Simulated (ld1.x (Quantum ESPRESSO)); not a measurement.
## Which setting gave this result? (Se, TM)

Base potential:

* Element: selenium
* Generator: ld1.x (Quantum ESPRESSO) 7.5
* Type: norm-conserving Troullier–Martins (Kleinman–Bylander form)
* Functional: PBE
* Relativity: fully relativistic
* Frozen core: [Ar] 3d10
* Valence charge: 6
* Reference configuration: 4s2 4p3.5 (charge +0.5)
* Partial waves: 4p (bound): rc 1.20 bohr; 4s (bound): rc 1.40 bohr
* Local potential: the s channel
* Core correction: none

Open shells are filled in proportion to 2j + 1 (rel_dist='average').

Cutoffs, loose and tight: the cutoffs (Ry, on a coarse ladder) from which the occupation-weighted sum of valence levels, in a spherical-Bessel basis at the reference potential, stays within 10 and 1 mRy of its value at 400 Ry. They do not see the model core or the augmentation charge, which bear on the density cutoff. Test errors are all-electron minus pseudo excitation energies from the reference, over the configurations 4s2 4p4; 4s2 4p3; 4s2 4p2; 4s1 4p5; 4s2 4p1; 4s2 4p0; 4s2 4p4.3; variants that change the core or the reference have their own tests. The largest error is taken over the tests solved by every variant that gives reliable tests at all, those not shown here included: 4s1 4p5; 4s2 4p0; 4s2 4p2; 4s2 4p3.

Only the scale of all radii (base = 1) is moved (1 further runs of the sweep failed or gave no value and are left out):

| scale of all radii (base = 1) | cutoff, loose | cutoff, tight | bound ghosts | largest test error (meV) |
| --- | --- | --- | --- | --- |
| 0.86 | 260 Ry | 300 Ry | p3/2, p1/2 | +110 |
| 0.93 | 200 Ry | 300 Ry | p3/2, p1/2 | +62 |
| 1.12 | 55 Ry | 100 Ry | p3/2, p1/2 | -39 |
| 1.22 | 45 Ry | 80 Ry | p1/2 | -45 |
| 1.35 | 30 Ry | 50 Ry | none | +45 |

Q: One more run gave cutoff, loose: 35 Ry; cutoff, tight: 55 Ry; bound ghosts: none; largest test error (meV): +13. Which value of the scale of all radii (base = 1) was used?

A: 1.27. The loose cutoff moves one way along this sweep, from 260 Ry at 0.86 to 30 Ry at 1.35, which places the run between 1.22 and 1.35.
